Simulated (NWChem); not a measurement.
System: AlSiH$_{5}$O$_{2}$; SMILES [SiH3][O][AlH][OH]

Parts of the log:

```
             Northwest Computational Chemistry Package (NWChem) 7.3.0
             --------------------------------------------------------

                             Geometry "geometry" -> ""
                             -------------------------

 Output coordinates in angstroms (scale by  1.889725989 to convert to a.u.)

  No.       Tag          Charge          X              Y              Z
 ---- ---------------- ---------- -------------- -------------- --------------
    1 Al                  13.0000    -0.63648500     1.29391100     0.00901200
    2 H                    1.0000    -2.15587600     1.67972000     0.04141400
    3 O                    8.0000     0.49162500     2.55836600    -0.01442700
    4 H                    1.0000     1.44662100     2.48684600    -0.03383700
    5 O                    8.0000    -0.13633400    -0.32795200    -0.00201900
    6 Si                  14.0000     0.20875700    -1.93667500    -0.00192900
    7 H                    1.0000    -0.95897300    -2.72886300     0.49267800
    8 H                    1.0000     1.37899800    -2.21525900     0.88650300
    9 H                    1.0000     0.54316600    -2.39414000    -1.38555200

 Effective nuclear repulsion energy (a.u.)     202.3829526839

  xc_inp: hfexch multiplicative factor not found.
                              NWChem Property Module
                              ----------------------

  itol2e modified to match energy
  convergence criterion.

                                 NWChem DFT Module
                                 -----------------

 Summary of "ao basis" -> "ao basis" (spherical)
 ------------------------------------------------------------------------------
       Tag                 Description            Shells   Functions and Types
 ---------------- ------------------------------  ------  ---------------------
 Al                          sto-3g                  5        9   3s2p
 H                           sto-3g                  1        1   1s
 O                           sto-3g                  3        5   2s1p
 Si                          sto-3g                  5        9   3s2p

  itol2e modified to match energy
  convergence criterion.

            General Information
            -------------------
          SCF calculation type: DFT
          Wavefunction type:  closed shell.
          No. of atoms     :     9
          No. of electrons :    48
           Alpha electrons :    24
            Beta electrons :    24
          Charge           :     0
          Spin multiplicity:     1
          Use of symmetry is: off; symmetry adaption is: off
          Maximum number of iterations: 150
          AO basis - number of functions:    33
                     number of shells:    21
          Convergence on energy requested:  1.00D-07
          Convergence on density requested:  1.00D-05
          Convergence on gradient requested:  5.00D-04

              XC Information
              --------------
                     Hartree-Fock (Exact) Exchange  1.000

      Superposition of Atomic Density Guess
      -------------------------------------

 Sum of atomic energies:        -674.20500671

      Non-variational initial energy
      ------------------------------

 Total energy =    -673.876565
 1-e energy   =   -1349.368403
 2-e energy   =     473.108885
 HOMO         =      -0.203626
 LUMO         =       0.279846

   convergence    iter        energy       DeltaE   RMS-Dens  Diis-err
 ---------------- ----- ----------------- --------- --------- ---------
 d= 0,ls=0.0,diis     1   -675.1602049240 -8.78D+02  3.07D-02  6.43D-01
 d= 0,ls=0.0,diis     2   -675.2728005494 -1.13D-01  7.66D-03  5.37D-02
 d= 0,ls=0.0,diis     3   -675.2820573901 -9.26D-03  1.83D-03  1.56D-03
 d= 0,ls=0.0,diis     4   -675.2824692381 -4.12D-04  3.94D-04  8.98D-05
 d= 0,ls=0.0,diis     5   -675.2824896957 -2.05D-05  8.34D-05  2.17D-06
 d= 0,ls=0.0,diis     6   -675.2824904644 -7.69D-07  1.96D-05  1.04D-07
 d= 0,ls=0.0,diis     7   -675.2824905010 -3.66D-08  3.01D-06  2.59D-09

[...]

          -----------------------------------------
          Chemical Shielding Tensors (GIAO, in ppm)
          -----------------------------------------

                                NWChem CPHF Module
                                ------------------

  scftype          =     RHF
  nclosed          =       24
  nopen            =        0
  variables        =      216
  # of vectors     =        3
  tolerance        = 0.10D-03
  level shift      = 0.00D+00
  max iterations   =       50
  max subspace     =       30

 SCF residual:    1.4251188490706192E-005

Iterative solution of linear equations
  No. of variables      216
  No. of equations        3
  Maximum subspace       30
        Iterations       50
       Convergence  1.0D-04

   iter   nsub   residual    time
   ----  ------  --------  ---------
     1      3    1.73D+00       2.1
     2      6    1.41D-01       2.3
     3      9    1.71D-02       2.4
     4     12    4.81D-03       2.6
     5     15    1.41D-03       2.8
     6     18    2.34D-04       3.0
     7     21    2.67D-05       3.2

      Atom:    1  Al
        Diamagnetic
    777.6056      0.6341      0.0501
      0.6341    784.7057     -0.0176
      0.0501     -0.0176    779.9297

        Paramagnetic
   -279.5640     -1.0247     -0.0617
     -1.0247   -294.8333     -0.0003
     -0.0617     -0.0003   -281.7538

        Total Shielding Tensor
    498.0416     -0.3906     -0.0116
     -0.3906    489.8724     -0.0179
     -0.0116     -0.0179    498.1759

           isotropic =     495.3633
          anisotropy =       4.2204

          Principal Components and Axis System
                 1           2           3
              498.1769    498.0592    489.8537

      1        -0.0917      0.9946      0.0477
      2         0.0022     -0.0477      0.9989
      3         0.9958      0.0917      0.0022

      Atom:    2  H
        Diamagnetic
     37.8583     -2.7886     -0.2088
     -2.7886     29.9393      0.0532
     -0.2088      0.0532     28.2012

        Paramagnetic
     -2.1212      0.7153      0.0339
      0.7153     -0.3856     -0.0128
      0.0339     -0.0128     -0.5470

        Total Shielding Tensor
     35.7371     -2.0733     -0.1749
     -2.0733     29.5536      0.0404
     -0.1749      0.0404     27.6542

           isotropic =      30.9816
          anisotropy =       8.0849

          Principal Components and Axis System
                 1           2           3
               36.3716     28.9229     27.6504

      1         0.9565      0.2908      0.0225
      2        -0.2910      0.9567      0.0032
      3        -0.0205     -0.0096      0.9997

      Atom:    3  O
        Diamagnetic
    399.3499     11.6211     -0.7126
     11.6211    384.1179     -0.2443
     -0.7126     -0.2443    364.3097

        Paramagnetic
     -8.8846    -41.7288      2.0601
    -41.7288     -2.3351      0.8873
      2.0601      0.8873     90.2753

        Total Shielding Tensor
    390.4653    -30.1077      1.3476
    -30.1077    381.7828      0.6430
      1.3476      0.6430    454.5850

           isotropic =     408.9443
          anisotropy =      68.5034

          Principal Components and Axis System
                 1           2           3
              454.6133    416.5337    355.6860

      1         0.0209      0.7556      0.6547
      2         0.0002     -0.6549      0.7557
      3         0.9998     -0.0157     -0.0138

      Atom:    4  H
        Diamagnetic
     45.7973      2.4459     -0.4747
      2.4459     26.2452     -0.0556
     -0.4747     -0.0556     22.2212

        Paramagnetic
     -0.3401     -0.6723      0.1490
     -0.6723      4.8593      0.0129
      0.1490      0.0129      6.9291

        Total Shielding Tensor
     45.4572      1.7736     -0.3256
      1.7736     31.1045     -0.0427
     -0.3256     -0.0427     29.1503

           isotropic =      35.2373
          anisotropy =      15.6634

          Principal Components and Axis System
                 1           2           3
               45.6796     30.8886     29.1437

      1         0.9925     -0.1209      0.0195
      2         0.1208      0.9927      0.0041
      3        -0.0199     -0.0017      0.9998

      Atom:    5  O
        Diamagnetic
    371.4230    -13.5981     -0.0406
    -13.5981    423.5181      0.1410
     -0.0406      0.1410    368.0242

        Paramagnetic
    198.2675     61.2872      2.1067
     61.2872    -94.2081     -0.0025
      2.1067     -0.0025    322.1922

        Total Shielding Tensor
    569.6905     47.6890      2.0661
     47.6890    329.3100      0.1386
      2.0661      0.1386    690.2165

           isotropic =     529.7390
          anisotropy =     240.7733

          Principal Components and Axis System
                 1           2           3
              690.2545    578.7680    320.1944

      1         0.0182      0.9820     -0.1877
      2         0.0028      0.1877      0.9822
      3         0.9998     -0.0184      0.0007

      Atom:    6  Si
        Diamagnetic
    864.6829     -1.6533      0.0002
     -1.6533    872.0339      0.0160
      0.0002      0.0160    864.2397

        Paramagnetic
   -272.5078    -18.4207     -0.0338
    -18.4207   -189.6310      0.4113
     -0.0338      0.4113   -279.4710

        Total Shielding Tensor
    592.1751    -20.0740     -0.0336
    -20.0740    682.4029      0.4273
     -0.0336      0.4273    584.7688

           isotropic =     619.7823
          anisotropy =     100.3304

          Principal Components and Axis System
                 1           2           3
              686.6692    587.9116    584.7660

      1        -0.2078      0.9780     -0.0165
      2         0.9782      0.2077     -0.0078
      3         0.0042      0.0178      0.9998

      Atom:    7  H
        Diamagnetic
     34.7097      5.3106     -3.1708
      5.3106     33.2305     -2.4343
     -3.1708     -2.4343     28.5644

[...]
```

Level: Hartree-Fock/STO-3G, GIAO. STO-3G and 3-21G are far too small for this property and stand as cheap habits. Coordinates come from a PBE0/def2-SVP optimisation. The printed shielding anisotropy is the first printed principal value minus the mean of the other two.

Reconstruct the input file.

This is not unique; one that fits is the input that was run:
```
start job
memory heap 200 mb stack 900 mb global 1100 mb
geometry units angstroms noautosym nocenter noautoz
  Al    -0.636485     1.293911     0.009012
  H     -2.155876     1.679720     0.041414
  O      0.491625     2.558366    -0.014427
  H      1.446621     2.486846    -0.033837
  O     -0.136334    -0.327952    -0.002019
  Si     0.208757    -1.936675    -0.001929
  H     -0.958973    -2.728863     0.492678
  H      1.378998    -2.215259     0.886503
  H      0.543166    -2.394140    -1.385552
end
basis spherical
  * library sto-3g
end
dft
  xc hfexch
  iterations 150
end
property
  shielding
end
task dft property
```
